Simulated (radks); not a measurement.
Spherical quantum dot in the effective-mass picture: electrons in a well V = -V0 / (1 + exp((r - R)/a)) with V0 = 18.8, R = 2.6, a = 0.09, with a point charge +2 (a donor) at the centre, all in effective atomic units (hartree* = m*/eps^2 hartree, bohr* = eps/m* bohr), one dielectric constant everywhere. Method: non-relativistic Kohn-Sham, PBE, spin-polarised, spherical densities; computed with a radial shooting solver with Libxc functionals. Levels are named by radial order and angular momentum (1s, 1p, 1d, 2s, ...), and open shells are averaged over m. Results are scaled to m* = 0.039 and eps = 4.8, for which hartree* = 46.06 meV and bohr* = 6.513 nm. Each electron was tried in the lowest free levels, single moves between levels near the top were tried too, and the lowest total energy was kept; such a search can miss a lower state. At N = 1 the Hartree and exchange-correlation terms need not cancel, so that row can carry a self-interaction error.

N        open shells  2S   E (meV)  addition energy mu(N+1) - mu(N) (meV)  rms radius (nm)
1   1s(up 1, down 0)   1  -957.253                                  53.00            5.464
2               none   0  -1861.51                                  95.50            6.240
3   1p(up 1, down 0)   1  -2670.25                                  21.86            7.968
4   1p(up 2, down 0)   2  -3457.14                                  23.09            8.788
5   1p(up 3, down 0)   3  -4220.95                                  31.22            9.302
6   1p(up 3, down 1)   2  -4953.53                                  21.15            9.683
7   1p(up 3, down 2)   1  -5664.96                                  22.11            9.976
8               none   0  -6354.28                                  44.78            10.21
9   2s(up 1, down 0)   1  -6998.82                                  30.32            10.39
10              none   0  -7613.04                                  31.17            10.50
11  1d(up 1, down 0)   1  -8196.08                                  21.05            10.71
12  1d(up 2, down 0)   2  -8758.08                                  21.14            10.88
13  1d(up 3, down 0)   3  -9298.94                                  21.19            11.04
14  1d(up 4, down 0)   4  -9818.61                                  21.20            11.18
15  1d(up 5, down 0)   5  -10317.1                                  27.06            11.30
16  1d(up 5, down 1)   4  -10788.5                                  20.59            11.41
17  1d(up 5, down 2)   3  -11239.3                                  20.70            11.51
18  1d(up 5, down 3)   2  -11669.4                                  20.76            11.61
19  1d(up 5, down 4)   1  -12078.8                                  20.79            11.69
20              none   0  -12467.4                                  62.79            11.77
21  1f(up 1, down 0)   1  -12793.2                                  20.23            11.87
22  1f(up 2, down 0)   2  -13098.7                                  20.25            11.95
23  1f(up 3, down 0)   3  -13384.1                                  20.27            12.03
24  1f(up 4, down 0)   4  -13649.1                                  20.27            12.11
25  1f(up 5, down 0)   5  -13893.9                                  20.27            12.17
26  1f(up 6, down 0)   6  -14118.4                                  20.26            12.24
27  1f(up 7, down 0)   7  -14322.6                                  25.74            12.30
28  1f(up 7, down 1)   6  -14501.1                                  19.93            12.36
29  1f(up 7, down 2)   5  -14659.7                                  19.96            12.41
30  1f(up 7, down 3)   4  -14798.3                                  19.97            12.47
31  1f(up 7, down 4)   3  -14917.0                                  19.98            12.52
32  1f(up 7, down 5)   2  -15015.6                                  19.99            12.57
33  1f(up 7, down 6)   1  -15094.3                                  19.99            12.61
34              none   0  -15153.0                                      -            12.66

All shells are closed at N = 2, 8, 10, 20, 34 (there: 1s2 1p6 1d10 2s2 1f14); the second difference of the energy has clear peaks (12 % above both neighbours; the first and last values, which can be the largest, are not judged, and half-filled shells can peak too) at N = 2, 5, 8, 15, 20, 27.
